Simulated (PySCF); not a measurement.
# Does the structure fit the spectrum?

A compound C6H12Si gives the data below (simulated from a calculation) and was assigned the structure `CC(C)C1=C[SiH2]C1`.

13C{1H} NMR (computed): δ 173.1 (C), 115.0 (CH2), 40.4 (CH), 29.0 (CH3), 20.9 (CH2, 2C).

1H NMR (300 MHz, computed): δ 5.42 (m, 1H), 5.34 (m, 1H), 4.94 (m, 1H), 4.82 (m, 1H), 2.77 (m, 1H), 2.04 (m, 2H), 1.97 (s, 3H), 1.44 (m, 2H).

[PySCF 2.14.0 with density-fitted response routines: geometry: GFN2-xTB; GIAO PBE0/pcSseg-1 shieldings; non-relativistic Hamiltonian; equivalent nuclei averaged; single conformer; gas phase]

Scale: 1H and 13C against TMS (reference shieldings calculated alike).

**Question.** Compare with the shifts computed for the proposed structure, pairing carbons in order of shift.

**Answer.** Atoms are numbered as in `[CH3:1][CH:2]([CH3:3])[C:4]1=[CH:5][SiH2:6][CH2:7]1` (H(Xn): hydrogen on atom n).

```json
{"atom": "C4", "computed for proposal": "183.4", "given list": "173.1", "difference": "+10.3"}
{"atom": "C5", "computed for proposal": "130.5", "given list": "115.0", "difference": "+15.5"}
{"atom": "C2", "computed for proposal": "41.1", "given list": "40.4", "difference": "+0.7"}
{"atom": "C1", "computed for proposal": "22.6", "given list": "29.0", "difference": "-6.4"}
{"atom": "C3", "computed for proposal": "22.6", "given list": "20.9", "difference": "+1.7"}
{"atom": "C7", "computed for proposal": "13.6", "given list": "20.9", "difference": "-7.3"}
```

The rms difference is 8.6 ppm and the largest +15.5 ppm at C5 (alkene CH). The carbon types in order of shift don't match either: C, CH, CH, CH3, CH3, CH2 for the proposal against C, CH2, CH, CH3, CH2, CH2 in the data. The proposal doesn't fit.

**Question.** Which isomer fits?

**Answer.** SMILES C=C(C)C1C[SiH2]C1.

Carbon types of the structure: 1 × C, 1 × CH, 3 × CH2, 1 × CH3, leaving 2 H on heteroatoms. δC 173.1: fully substituted alkene carbon. δC 115.0: terminal =CH2 carbon; the olefinic region. δH 5.42, 5.34: hydrogen on a terminal =CH2 carbon; olefinic region. δH 2.77: hydrogen on an allylic sp3 CH; allylic position.

Other isomers checked: C=C=C(C)[SiH2]CC (rms 26.6 ppm).

The data come from this structure; uniqueness wasn't tested.

Shifts are as computed. Against solution values, carbons near 30 ppm lie about +3 ppm off and those near 130 ppm about +5 ppm. Of 1211 compounds with measured shifts, 218 miss one by over three times the rms of a fit or turn the order of signals round; such compounds aren't used in these exercises. No couplings were computed; multiplicities are counted from neighbouring protons, with m where these are inequivalent, close in shift, in a saturated or five-membered ring or joined by F or P, and br s for small geminal =CH2 splittings.
